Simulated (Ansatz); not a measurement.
Consider the hydrogenolysis of a C–Cl bond: `ClC1C[CH2][AlH][O]1` + H₂ → `C1C[O][AlH][CH2]1` + HCl.

Gas-phase electronic energies from Ansatz, PBE0-D4/def2-TZVP geometries. CBS: MP2 limit from def2 TZ/QZ plus the TZ coupled-cluster correction, frozen cores. This one scheme is used for every species.

| level | ΔE (kJ/mol) |
| --- | --- |
| SCS-MP2/def2-QZVPP | -56.4 |
| MP2/CBS(def2) | -49.8 |

**Question.** What does CCSD(T)/CBS give? (Estimate.)

**Answer.** Computed: -55.7 kJ/mol. The listed levels differ from it by -0.7, 5.9 kJ/mol.

Largest T1 diagnostic among the species: 0.012.

The D4 term adds +9.1 kJ/mol with B3LYP and +4.9 kJ/mol with PBE0; it sums over pairs of atoms, weighted by their polarisabilities, and B3LYP, whose exchange is more repulsive, gets the larger term. From PBE to PBE0 (25 % exact exchange), in def2-TZVPP and without D4, ΔE moves by −5.9 kJ/mol.

CCSD(T)/CBS has its own doubt, a few kJ/mol and more with outer-core shells, so smaller differences from it don't rank the levels.

B3LYP here is the variant with VWN-RPA as its local correlation; programs differ in this.
